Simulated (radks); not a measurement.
Spherical quantum dot in the effective-mass picture: electrons in a well V = -V0 / (1 + exp((r - R)/a)) with V0 = 5.92, R = 9.97, a = 0.31, with a point charge +2 (a donor) at the centre, all in effective atomic units (hartree* = m*/eps^2 hartree, bohr* = eps/m* bohr), one dielectric constant everywhere. Calculated with a radial shooting solver with Libxc functionals: non-relativistic Kohn-Sham, exchange-only LDA, spin-polarised, spherical densities. Levels are named by radial order and angular momentum (1s, 1p, 1d, 2s, ...), and open shells are averaged over m. Results are scaled to m* = 0.424 and eps = 6.5, for which hartree* = 273.1 meV and bohr* = 0.8112 nm. Each electron was tried in the lowest free levels, single moves between levels near the top were tried too, and the lowest total energy was kept; such a search can miss a lower state. At N = 1 the Hartree and exchange-correlation terms need not cancel, so that row can carry a self-interaction error.

| N | open shells | 2S | E (meV) | mu = E(N) - E(N-1) (meV) | addition energy mu(N+1) - mu(N) (meV) | e(HOMO) (meV) | rms radius (nm) |
|---|---|---|---|---|---|---|---|
| 1 | 1s(up 1, down 0) | 1 | -2138.92 | -2138.9 | 300.8 | -2020.5 | 0.7287 |
| 2 | none | 0 | -3977.04 | -1838.1 | 243.2 | -1757.8 | 0.9347 |
| 3 | 2s(up 1, down 0) | 1 | -5571.94 | -1594.9 | 41.78 | -1579.1 | 2.808 |
| 4 | 1p(up 1, down 0) 2s(up 1, down 0) | 2 | -7125.06 | -1553.1 | 34.76 | -1535.8 | 3.549 |
| 5 | 1p(up 2, down 0) 2s(up 1, down 0) | 3 | -8643.42 | -1518.4 | 34.70 | -1501.0 | 3.997 |
| 6 | 1p(up 3, down 0) 2s(up 1, down 0) | 4 | -10127.1 | -1483.7 | 48.88 | -1466.4 | 4.311 |
| 7 | 1p(up 3, down 0) | 3 | -11561.9 | -1434.8 | 34.92 | -1422.1 | 4.541 |
| 8 | 1p(up 3, down 1) | 2 | -12961.7 | -1399.9 | 31.03 | -1384.6 | 4.732 |
| 9 | 1p(up 3, down 2) | 1 | -14330.6 | -1368.8 | 31.90 | -1353.0 | 4.886 |
| 10 | none | 0 | -15667.5 | -1336.9 | 45.01 | -1320.9 | 5.016 |
| 11 | 1d(up 1, down 0) | 1 | -16959.5 | -1291.9 | 31.74 | -1276.1 | 5.137 |
| 12 | 1d(up 2, down 0) | 2 | -18219.7 | -1260.2 | 31.89 | -1244.3 | 5.240 |
| 13 | 1d(up 3, down 0) | 3 | -19448.0 | -1228.3 | 31.40 | -1212.3 | 5.330 |
| 14 | 1p(up 3, down 2) 1d(up 5, down 0) | 6 | -20644.9 | -1196.9 | 33.11 | -1179.2 | 5.415 |
| 15 | 1d(up 5, down 0) | 5 | -21808.7 | -1163.8 | 42.83 | -1148.3 | 5.478 |
| 16 | 1d(up 5, down 1) | 4 | -22929.6 | -1121.0 | 30.88 | -1105.6 | 5.541 |
| 17 | 1d(up 5, down 2) | 3 | -24019.7 | -1090.1 | 31.08 | -1074.6 | 5.598 |
| 18 | 1d(up 5, down 3) | 2 | -25078.8 | -1059.0 | 31.21 | -1043.4 | 5.650 |
| 19 | 1d(up 5, down 4) | 1 | -26106.6 | -1027.8 | 31.28 | -1012.2 | 5.698 |
| 20 | none | 0 | -27103.1 | -996.52 | 46.95 | -980.86 | 5.742 |
| 21 | 1f(up 1, down 0) | 1 | -28052.7 | -949.57 | 31.06 | -934.05 | 5.785 |
| 22 | 1f(up 2, down 0) | 2 | -28971.2 | -918.51 | 31.10 | -902.96 | 5.826 |
| 23 | 1f(up 3, down 0) | 3 | -29858.6 | -887.41 | 31.12 | -871.85 | 5.863 |
| 24 | 1f(up 4, down 0) | 4 | -30714.9 | -856.29 | 31.12 | -840.73 | 5.898 |
| 25 | 1f(up 5, down 0) | 5 | -31540.0 | -825.17 | 31.12 | -809.60 | 5.931 |
| 26 | 1f(up 6, down 0) | 6 | -32334.1 | -794.04 | 31.12 | -778.48 | 5.962 |
| 27 | 1f(up 7, down 0) | 7 | -33097.0 | -762.92 | 41.64 | -747.37 | 5.991 |
| 28 | 1f(up 7, down 1) | 6 | -33818.3 | -721.29 | 30.54 | -706.02 | 6.019 |
| 29 | 1f(up 7, down 2) | 5 | -34509.0 | -690.74 | 30.60 | -675.45 | 6.045 |
| 30 | 1f(up 7, down 3) | 4 | -35169.2 | -660.15 | 30.63 | -644.83 | 6.069 |
| 31 | 1f(up 7, down 4) | 3 | -35798.7 | -629.51 | 30.66 | -614.19 | 6.093 |
| 32 | 1f(up 7, down 5) | 2 | -36397.5 | -598.85 | 30.67 | -583.52 | 6.115 |
| 33 | 1f(up 7, down 6) | 1 | -36965.7 | -568.18 | 30.68 | -552.84 | 6.137 |
| 34 | none | 0 | -37503.2 | -537.50 | 49.24 | -522.16 | 6.157 |
| 35 | 1g(up 1, down 0) | 1 | -37991.5 | -488.26 | 30.52 | -473.00 | 6.178 |
| 36 | 1g(up 2, down 0) | 2 | -38449.2 | -457.75 | 30.52 | -442.48 | 6.198 |
| 37 | 1g(up 3, down 0) | 3 | -38876.4 | -427.22 | 30.52 | -411.96 | 6.217 |
| 38 | 1g(up 4, down 0) | 4 | -39273.1 | -396.70 | 30.52 | -381.44 | 6.236 |
| 39 | 1g(up 5, down 0) | 5 | -39639.3 | -366.18 | 30.52 | -350.92 | 6.253 |
| 40 | 1g(up 6, down 0) | 6 | -39975.0 | -335.66 | 30.51 | -320.40 | 6.270 |
| 41 | 1g(up 7, down 0) | 7 | -40280.1 | -305.15 | - | -289.90 | 6.287 |

All shells are closed at N = 2, 10, 20, 34 (there: 1s2 1p6 1d10 2s2 1f14); the second difference of the energy has clear peaks (12 % above both neighbours; the first and last values, which can be the largest, are not judged, and half-filled shells can peak too) at N = 6, 10, 15, 20, 27, 34.
